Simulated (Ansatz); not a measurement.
Geometry optimisation, Ansatz, RKS revPBE-D4/def2-SVP.

The input (input.yaml):

```yaml
crystal:
  periodic: [false, false, false]
  atoms:
    - { symbol: Zn, position_ang: [0.834686, -0.431782, -0.111364] }
    - { symbol: F, position_ang: [1.860655, 0.141053, 1.238198] }
    - { symbol: C, position_ang: [-0.100948, -1.160442, -1.646453] }
    - { symbol: H, position_ang: [0.296306, 1.13361, 2.374922] }
    - { symbol: Se, position_ang: [-1.162301, 1.488263, 2.36267] }
    - { symbol: H, position_ang: [-0.836203, -1.926869, -1.326259] }
    - { symbol: H, position_ang: [-0.641462, -0.363236, -2.195838] }
    - { symbol: H, position_ang: [0.625287, -1.636242, -2.339405] }
    - { symbol: H, position_ang: [-0.876121, 2.755645, 1.64363] }
basis:
  gaussian: { orbitals: def2-SVP }
hamiltonian:
  xc: revpbe
  dispersion: d4
relax:
  f_tol: 0.03
  max_steps: 50
```

Command:

```bash
$ ansatz run input.yaml --threads 2 --pin off --max-ram 3072MiB --backend cpu --events-out ev --progress --plain --runs-dir out
```

Problem. Where does it end, and by what steps?

Solution. The forces met the threshold. The force dipped under the threshold on the way, but the program's further checks kept it going. After 6 steps the energy has fallen by 0.100 eV; H9 moved furthest, 0.55 Å. Joined: Zn1–Se5.

```
step  energy less start (eV)  largest force component (eV/Å)  accepted
   0                  0.0000                           0.254       yes
   1                 -0.0532                           0.280       yes
   2                 -0.0783                           0.237       yes
   3                 -0.0914                           0.204       yes
   4                 -0.0977                           0.102       yes
   5                 -0.0991                           0.023       yes
   6                 -0.0996                           0.023       yes
```

```xyz
9
Properties=species:S:1:pos:R:3
Zn 0.696 -0.277 0.084
F 1.865 0.250 1.381
C -0.151 -1.020 -1.498
H 0.429 0.977 2.222
Se -1.057 1.170 2.018
H -0.896 -1.787 -1.203
H -0.684 -0.224 -2.057
H 0.591 -1.490 -2.176
H -0.792 2.400 1.228
```

Whether the end is a true minimum wasn't checked by a vibrational analysis.

Time of the run: 20 s on 2 threads of Arm Neoverse V1, with other jobs on the host, peak memory 0.17 GiB.
